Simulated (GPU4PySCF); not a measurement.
## From computed data to an observable: oscillator strength and radiative lifetime

C8H18S2, SMILES CC(C)(C)SSC(C)(C)C.

Geometry: ωB97M-D3(BJ)/def2-TZVP. One conformer was computed; it need not be the lowest.

TDDFT-PBE/def2-SVPD run with GPU4PySCF puts the first singlet state with f over 0.02 at 5.91 eV (vertical), with the transition dipole (-0.537, -0.159, 0.000) in atomic units.

Q: Find the oscillator strength, the wavelength and the radiative lifetime that this transition would have in vacuum if emission retraced absorption.

A: 
|μ|² = 0.3137 au, so |μ| = 1.42 D. ΔE = 5.91/27.211 = 0.2172 hartree. f = (2/3) ΔE |μ|² = 0.045 (the program prints 0.045).
λ = 1239.84/5.91 = 210 nm; ν = 47667 cm⁻¹.
Einstein's coefficient A = 0.6670 ν² f s⁻¹ (ν in cm⁻¹) = 6.9e7 s⁻¹, so τ = 1/A = 15 ns. This state is S8; the lower singlets have f = 0.003, 0.002, 0.011, 0.004, 0.007, 0.004, 0.013. The figure is the radiative limit of this one transition; relaxation, internal conversion, crossing to triplets and a medium change what is measured.
